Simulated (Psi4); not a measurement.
BiI$_{3}$, singlet, at a GFN2-xTB geometry (such geometries of metal compounds can be far from the true shape) (core potentials on Bi, I); Psi4 with CAM-B3LYP/def2-SVP.

Psi4 was given this input:
```
memory 2 GB

molecule {
0 1
Bi   -0.00303733   -0.01332568    0.92117636
I     0.41268267   -2.36086336   -0.51376290
I     1.84681524    1.54675341   -0.45250688
I    -2.25474133    0.83497847   -0.47632715
}

set {
  basis def2-svp
  cholesky_tolerance 1e-3
  scf_type cd
}

energy('cam-b3lyp')
print_variables()
```

It wrote (shortened):

```
   => Loading Basis Set <=

    Name: DEF2-SVP
    Role: ORBITAL
    Keyword: BASIS

    !!!  WARNING: ECP capability is in beta. Please check occupations closely.  !!!

Traceback (most recent call last):
  File "psi4", line 375, in <module>
  File "<string>", line 26, in <module>
  File "site-packages/psi4/driver/driver.py", line 533, in energy
  File "site-packages/psi4/driver/procrouting/proc.py", line 2760, in run_scf
  File "site-packages/psi4/driver/procrouting/proc.py", line 1939, in scf_helper
  File "site-packages/psi4/driver/procrouting/proc.py", line 1433, in scf_wavefunction_factory
  File "site-packages/psi4/driver/procrouting/proc.py", line 1397, in build_functional_and_disp
  File "site-packages/psi4/driver/procrouting/dft/superfunctionals.py", line 135, in build_superfunctional

psi4.driver.p4util.exceptions.ValidationError: SCF: SCF_TYPE (CD) not supported for range-separated functionals, plese use SCF_TYPE = 'DF' to automatically select the correct JK build.

Printing out the relevant lines from the Psithon --> Python processed input file:
    """)
    core.IO.set_default_namespace("")
    core.set_global_option("BASIS", "def2-svp")
    core.set_global_option("CHOLESKY_TOLERANCE", 1e-3)
    core.set_global_option("SCF_TYPE", "cd")
--> energy('cam-b3lyp')
    print_variables()

!----------------------------------------------------------------------------------!
!                                                                                  !
!  SCF: SCF_TYPE (CD) not supported for range-separated functionals, plese use     !
!     SCF_TYPE = 'DF' to automatically select the correct JK build.                !
!                                                                                  !
!----------------------------------------------------------------------------------!
```

The input was rejected before any calculation.
